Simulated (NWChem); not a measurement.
System: SiH3TeF; SMILES F[Te][SiH3]

Here is an NWChem input.

```
start job
memory heap 200 mb stack 900 mb global 1100 mb
geometry units angstroms noautoz
  Te    -0.276467     0.522356    -0.013700
  F      1.644529     0.890899     0.020567
  Si     0.089359    -1.955914    -0.003457
  H      0.804693    -2.381669     1.232360
  H      0.852374    -2.384074    -1.209553
  H     -1.293018    -2.523496    -0.029797
end
basis spherical
  * library def2-svp
end
ecp
  Te library def2-ecp
end
dft
  xc m06-2x
  iterations 150
  mulliken
end
task dft gradient
```

NWChem printed, in part:

```
             Northwest Computational Chemistry Package (NWChem) 7.3.0
             --------------------------------------------------------

 CS  symmetry detected

                             Geometry "geometry" -> ""
                             -------------------------

 Output coordinates in angstroms (scale by  1.889725989 to convert to a.u.)

  No.       Tag          Charge          X              Y              Z
 ---- ---------------- ---------- -------------- -------------- --------------
    1 Te                  52.0000    -0.32023307     0.50512589     0.00000000
    2 F                    9.0000     1.58726277     0.93950292     0.00000000
    3 Si                  14.0000     0.13070147    -1.95910093     0.00000000
    4 H                    1.0000     0.88426507    -2.36039093     1.22118848
    5 H                    1.0000     0.88426507    -2.36039093    -1.22118848
    6 H                    1.0000    -1.23159601    -2.57387761     0.00000000

 Effective nuclear repulsion energy (a.u.)     345.2350548083

      Symmetry information
      --------------------

 Group name             Cs
 Group number              2
 Group order               2
 No. of unique centers     5

                                 NWChem DFT Module
                                 -----------------

 Summary of "ao basis" -> "ao basis" (spherical)
 ------------------------------------------------------------------------------
       Tag                 Description            Shells   Functions and Types
 ---------------- ------------------------------  ------  ---------------------
 Te                         def2-svp                10       26   4s4p2d
 F                          def2-svp                 6       14   3s2p1d
 Si                         def2-svp                 8       18   4s3p1d
 H                          def2-svp                 3        5   2s1p

      Symmetry analysis of basis
      --------------------------

        a'         50
        a"         23

            General Information
            -------------------
          SCF calculation type: DFT
          Wavefunction type:  closed shell.
          No. of atoms     :     6
          No. of electrons :    50
           Alpha electrons :    25
            Beta electrons :    25
          Charge           :     0
          Spin multiplicity:     1
          Use of symmetry is: on ; symmetry adaption is: on
          Maximum number of iterations: 150
          AO basis - number of functions:    73
                     number of shells:    33
          Convergence on energy requested:  1.00D-06
          Convergence on density requested:  1.00D-05
          Convergence on gradient requested:  5.00D-04

              XC Information
              --------------
                       M06-2X Method XC Functional
                     Hartree-Fock (Exact) Exchange  0.540
                        M06-2X Exchange Functional  1.000
                      M06-2X Correlation Potential  1.000

             Grid Information
             ----------------
          Grid used for XC integration:  medium
          Radial quadrature: Mura-Knowles
          Angular quadrature: Lebedev.
          Tag              B.-S. Rad. Rad. Pts. Rad. Cut. Ang. Pts.
          ---              ---------- --------- --------- ---------
          Te                  1.40      123          10.0       590
          F                   0.50       49          11.0       434
          Si                  1.10       88           9.0       590
          H                   0.35       45          10.0       434
          Grid pruning is: on
          Number of quadrature shells:   350
          Spatial weights used:  Erf1

      Superposition of Atomic Density Guess
      -------------------------------------

 Sum of atomic energies:        -700.75261113

      Non-variational initial energy
      ------------------------------

 Total energy =    -656.802914
 1-e energy   =   -1368.480212
 2-e energy   =     530.899247
 HOMO         =      -0.233062
 LUMO         =      -0.099778

      Symmetry analysis of molecular orbitals - initial
      -------------------------------------------------

  Numbering of irreducible representations:

     1 a'          2 a"

  Orbital symmetries:

     1 a'          2 a'          3 a'          4 a'          5 a'
     6 a'          7 a"          8 a'          9 a"         10 a'
    11 a'         12 a'         13 a'         14 a"         15 a"
    16 a'         17 a'         18 a'         19 a'         20 a"
    21 a'         22 a"         23 a'         24 a'         25 a"
    26 a'         27 a'         28 a"         29 a'         30 a'
    31 a'         32 a'         33 a"         34 a'         35 a'

     ---------------------------------------------
      Total Density - Mulliken Population Analysis
     ---------------------------------------------

    Atom       Charge   Shell Charges
 -----------   ------   -------------------------------------------------------
    1 Te  24    23.54   1.77  0.27  1.21  0.65  2.90  3.13  1.80  1.75  9.85  0.23
    2 F    9     9.66   1.99  1.14  0.82  3.50  2.21  0.00
    3 Si  14    13.63   2.00  1.99  1.01  0.29  5.94  1.09  1.21  0.11
    4 H    1     1.06   0.69  0.36  0.01
    5 H    1     1.06   0.69  0.36  0.01
    6 H    1     1.04   0.68  0.36  0.01

   convergence    iter        energy       DeltaE   RMS-Dens  Diis-err
 ---------------- ----- ----------------- --------- --------- ---------
 d= 0,ls=0.0,diis     1   -658.7726960840 -8.40D+02  1.34D-02  4.28D-01
 d= 0,ls=0.0,diis     2   -658.7651178100  7.58D-03  6.24D-03  7.00D-01
 d= 0,ls=0.0,diis     3   -658.8292721595 -6.42D-02  1.00D-03  6.14D-03
 d= 0,ls=0.0,diis     4   -658.8298817054 -6.10D-04  3.48D-04  5.38D-04
 d= 0,ls=0.0,diis     5   -658.8299727429 -9.10D-05  1.12D-04  2.96D-05
  Resetting Diis
 d= 0,ls=0.0,diis     6   -658.8299787609 -6.02D-06  2.90D-05  2.61D-06
 d= 0,ls=0.0,diis     7   -658.8299792660 -5.05D-07  6.94D-06  8.96D-08

         Total DFT energy =     -658.829979265998
      One electron energy =    -1369.685655063037
           Coulomb energy =      583.232392390270
    Exchange-Corr. energy =      -53.154767542338
 Nuclear repulsion energy =      180.778050949108

 Numeric. integr. density =       50.000000627624

                  Occupations of the irreducible representations
                  ----------------------------------------------

                     irrep           alpha         beta
                     --------     --------     --------
                     a'               18.0         18.0
                     a"                7.0          7.0

                       DFT Final Molecular Orbital Analysis
                       ------------------------------------

 Vector   23  Occ=2.000000D+00  E=-4.297233D-01  Symmetry=a"
              MO Center=  6.3D-01, -2.1D+00,  5.8D-13, r^2= 2.4D+00
   Bfn.  Coefficient  Atom+Function         Bfn.  Coefficient  Atom+Function
  ----- ------------  ---------------      ----- ------------  ---------------
    59      0.314511  4 H  s                 64     -0.314511  5 H  s
    50      0.308122  3 Si pz                53      0.235773  3 Si pz
    47     -0.171190  3 Si pz                60      0.150444  4 H  s
    65     -0.150444  5 H  s                 32      0.106173  2 F  pz
    35     -0.078746  2 F  pz                13      0.062342  1 Te pz

 Vector   24  Occ=2.000000D+00  E=-3.520483D-01  Symmetry=a'
              MO Center= -1.0D-01, -1.6D-01,  1.4D-15, r^2= 3.6D+00
   Bfn.  Coefficient  Atom+Function         Bfn.  Coefficient  Atom+Function
  ----- ------------  ---------------      ----- ------------  ---------------
    12      0.443416  1 Te py                15      0.275217  1 Te py
    49     -0.266915  3 Si py                31      0.214315  2 F  py
    52     -0.198771  3 Si py                 3      0.178768  1 Te s
    11     -0.175938  1 Te px                34     -0.172771  2 F  py
     9     -0.169988  1 Te py                 4      0.141388  1 Te s

 Vector   25  Occ=2.000000D+00  E=-2.810761D-01  Symmetry=a"
              MO Center= -2.2D-01,  3.4D-01, -7.7D-16, r^2= 2.8D+00
   Bfn.  Coefficient  Atom+Function         Bfn.  Coefficient  Atom+Function
  ----- ------------  ---------------      ----- ------------  ---------------
    13      0.589142  1 Te pz                16      0.517219  1 Te pz
    10     -0.227766  1 Te pz                32      0.189859  2 F  pz
     7     -0.178418  1 Te pz                35     -0.160770  2 F  pz
    60     -0.112751  4 H  s                 65      0.112751  5 H  s
    59     -0.082776  4 H  s                 64      0.082776  5 H  s

[...]

                         DFT ENERGY GRADIENTS

    atom               coordinates                        gradient
                 x          y          z           x          y          z
   1 Te     -0.605153   0.954550   0.000000   -0.001912  -0.000589   0.000000
   2 F       2.999492   1.775403   0.000000    0.002191   0.000963   0.000000
   3 Si      0.246990  -3.702164   0.000000   -0.000859   0.003802   0.000000
   4 H       1.671019  -4.460492   2.307712    0.001555  -0.001310   0.002273
   5 H       1.671019  -4.460492  -2.307712    0.001555  -0.001310  -0.002273
   6 H      -2.327379  -4.863923   0.000000   -0.002530  -0.001557   0.000000
```

Level: M06-2X/def2-SVP with def2 effective core potentials on Te. Coordinates come from a PBE0/def2-SVP optimisation. def2 effective core potentials on Te; no spin-orbit coupling.
